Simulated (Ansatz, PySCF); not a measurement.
B(F)2(OSiH3) (BF₂H₃OSi), SMILES FB(F)O[SiH3]. Atoms are numbered in the order given.

```xyz
8

B      0.0314     0.9748     0.0000
F      0.7308     2.0960     0.0000
F     -1.2964     1.0707     0.0000
O      0.6480    -0.2192     0.0000
Si     0.0144    -1.7817     0.0000
H     -0.8136    -1.9855     1.2211
H     -0.8136    -1.9855    -1.2211
H      1.1755    -2.7063     0.0000
```
Charge 0, spin multiplicity 1.

Geometry: r2SCAN-D4/def2-SVP. Other conformers were not sampled.

Vertical ionisation energy (IE) and electron affinity (EA) in eV. Rows of orbital energies are one-electron estimates. Where ΔSCF, EOM or ADC give a negative EA the extra electron is unbound and the value depends on the basis.

```
level                                                                        IE     EA
------------------------------------------------------------------------  -----  -----
−ε(HOMO), −ε(LUMO), ωB97X/def2-TZVP (PySCF)                               12.15  -1.77
ΔSCF, CAM-B3LYP/def2-SVPD (Ansatz), final states of multiplicity 2 and 2  12.28  -1.07
```

**Question.** What vertical singlet–triplet gap does ΔSCF give with CAM-B3LYP/def2-SVPD (Ansatz, an electronic-structure program)? (Estimate from the structure and the level; the computed values follow.)

**Answer.** 7.76 eV (triplet above singlet where positive).
